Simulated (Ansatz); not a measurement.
CH₂ClNSSi, SMILES `N=C1S[SiH]1Cl`, relaxed with RKS PBE0-D4/def2-TZVP in the Gaussian-basis code of Ansatz from a PBE-D4/def2-SVP geometry. The force threshold is 0.005 eV/Å; the program also tests the step.

The species carries charge 0 and has multiplicity 1.

Start:

```xyz
7

N     1.645   -0.904   -0.755
C     0.576   -0.270   -0.524
S    -0.354    0.881   -1.634
Si   -0.908    0.378    0.368
Cl   -0.729    1.792    1.867
H     1.920   -1.459    0.074
H    -2.150   -0.418    0.603
```

```csv
step,energy (eV),largest force (eV/Å),largest move (Å)
1,-33783.8549,1.078,0.000
2,-33783.9064,0.329,0.040
3,-33783.9110,0.117,0.014
4,-33783.9113,0.048,0.016
5,-33783.9117,0.037,0.007
6,-33783.9117,0.024,0.003
7,-33783.9117,0.003,0.002
```

End:

```xyz
7

N     1.621   -0.892   -0.741
C     0.564   -0.264   -0.514
S    -0.348    0.868   -1.608
Si   -0.902    0.386    0.355
Cl   -0.719    1.763    1.839
H     1.898   -1.444    0.070
H    -2.114   -0.416    0.598
```

Run time 37 s (2 threads of an Intel Xeon 6975P-C on a shared host); peak host memory 0.51 GiB.
